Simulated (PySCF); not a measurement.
# Magnetisability: `ClC[C@H]1C[C@H](Br)C1`, C5H8BrCl

Cartesian coordinates in Å; atom numbers follow the order of the lines, from 1:
```xyz
15

Cl    2.0074   -1.6118    0.5025
C     1.8623    0.1192    0.0816
C     0.4173    0.5331   -0.1125
C    -0.4474   -0.3107   -1.0677
C    -1.5445   -0.3616   -0.0015
Br   -3.0500    0.8273   -0.3911
C    -0.5708    0.2199    1.0263
H     2.3187    0.6773    0.8996
H     2.4366    0.2661   -0.8334
H     0.4068    1.5920   -0.3816
H    -0.0236   -1.2953   -1.2579
H    -0.7120    0.1553   -2.0142
H    -1.9833   -1.3324    0.2185
H    -0.1964   -0.5422    1.7076
H    -0.9254    1.0717    1.6018
```

Level of theory: PySCF, GIAO B97-2/pcSseg-1 magnetisability, rotational g tensor and spin-rotation constants, non-relativistic, gas phase. Geometry: GFN2-xTB.

The calculation is non-relativistic, which matters for the atoms heavier than Zn.

(1) What are the magnetisability and the molar susceptibility?

(2) Split it along the inertial axes a, b, c into diamagnetic and paramagnetic parts about the centre of mass, with the quadrupole moment.

(3) And the rotational g tensor?

Answers

(1) Isotropic -1625 × 10⁻³⁰ J/T², or -97.9 × 10⁻⁶ cm³/mol; principal values -1687, -1639, -1548 × 10⁻³⁰ J/T², anisotropy 122 × 10⁻³⁰ J/T² (root of half the summed squared differences of the principal values). The susceptibility is in cgs units.

(2) 
```
axis  χ (10⁻⁶ cm³/mol)  diamagnetic (10⁻⁶ cm³/mol)  paramagnetic (10⁻⁶ cm³/mol)  summed x² of all electrons (Å²)  quadrupole Θ (D Å)
   a            -100.7                      -360.7                        260.0                            462.5              -10.83
   b             -94.2                     -2132.6                       2038.4                             44.9               +7.25
   c             -98.7                     -2152.8                       2054.1                             40.1               +3.58
```
Anisotropies 2χaa − χbb − χcc = -8.4 and 2χbb − χaa − χcc = +11.0 × 10⁻⁶ cm³/mol. Θ is traceless in Buckingham's convention.

(3) 
| axis | rotational constant (GHz) | g | nuclear part | electronic part |
| --- | --- | --- | --- | --- |
| a | 5.3889 | -0.0151 | 0.6432 | -0.6583 |
| b | 0.5195 | -0.0056 | 0.4918 | -0.4975 |
| c | 0.5137 | -0.0040 | 0.4918 | -0.4957 |

Asymmetric top; isotopes 79Br, 12C, 35Cl, 1H; no vibrational averaging.
